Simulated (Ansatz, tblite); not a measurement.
Species of one formula, Zn₁₀S₉Cl₂ (singlet), each relaxed with PBE-D4/def2-SVP in Ansatz.

The xTB rows come from tblite. Correlated methods freeze 145 core orbitals. Single mean-field runs in def2-SVP, def2-TZVP are fitted with def2-universal-jkfit.

B: The geometry of the charge 0 singlet is only loosely relaxed.

Other spin states weren't relaxed.

A: Zn₁₀S₉Cl₂, a halide-capped nanocrystal cut from wurtzite ZnS (2 Cl on the cations)

```xyz
21

Cl    4.227   -0.119    2.052
Cl    1.638    2.967   -3.259
S     1.980   -3.749    1.817
S     2.997    3.588    0.623
S     0.902    0.226    2.106
S     0.254   -1.938   -1.248
S    -0.592    2.006   -0.960
S    -1.087   -0.092   -4.481
S    -1.883   -2.691    2.097
S    -3.166    0.768    1.988
S    -3.580   -0.669   -1.387
Zn    2.424   -1.641    2.037
Zn    2.779    1.628    1.567
Zn    0.274   -0.013   -0.140
Zn    0.098   -2.983    0.869
Zn    1.556    3.087   -0.943
Zn   -0.158    1.435   -3.260
Zn   -1.541   -1.030   -2.495
Zn   -1.309   -0.478    2.467
Zn   -2.614    1.076   -0.209
Zn   -3.198   -1.379    0.758
```

B: Zn10S9Cl2

```xyz
21

Cl   -3.324   -2.325    0.404
Cl   -1.504   -1.085    3.680
S    -3.529    1.313    0.733
S     0.000    3.278   -0.482
S     1.806    1.330    3.063
S    -2.388    0.364   -2.700
S    -0.280   -0.210    0.350
S     3.422    0.722   -0.646
S     1.026   -2.551   -2.122
S     2.236   -2.233    2.055
S     1.263    0.827   -3.557
Zn   -1.745    1.729   -0.816
Zn   -3.469   -0.400   -0.861
Zn   -2.313   -0.451    1.595
Zn    0.610    1.894    1.227
Zn   -0.320   -0.608   -2.515
Zn    0.619   -0.694    2.822
Zn    1.144   -2.090    0.079
Zn    1.503    1.876   -1.538
Zn    2.403   -0.670   -2.195
Zn    2.840   -0.020    1.424
```

Estimate which lies lowest at each level, and how far above it the others are (kcal/mol).


| level | A | B |
| --- | --- | --- |
| GFN1-xTB | 10.2 | 0.0 |
| GFN2-xTB | 47.0 | 0.0 |
| HF/STO-3G | 0.0 | 55.0 |
| HF/def2-SVP | 46.1 | 0.0 |
| PBE-D4/def2-SVP | 61.4 | 0.0 |
| PBE-D4/def2-TZVP | 45.1 | 0.0 |
| r2SCAN-D4/def2-TZVP | 45.3 | 0.0 |
| B97M-V/def2-TZVP | 43.9 | 0.0 |
| PBE0-D4/def2-SVP | 64.7 | 0.0 |
| PBE0-D4/def2-TZVP | 49.4 | 0.0 |
| MP2/def2-SVP | 60.1 | 0.0 |
Point groups (tolerance 0.1 Å): A Cs, B not assigned. From def2-SVP to def2-TZVP the PBE0 values move by up to 15.2 kcal/mol, so results in the small set are rough.
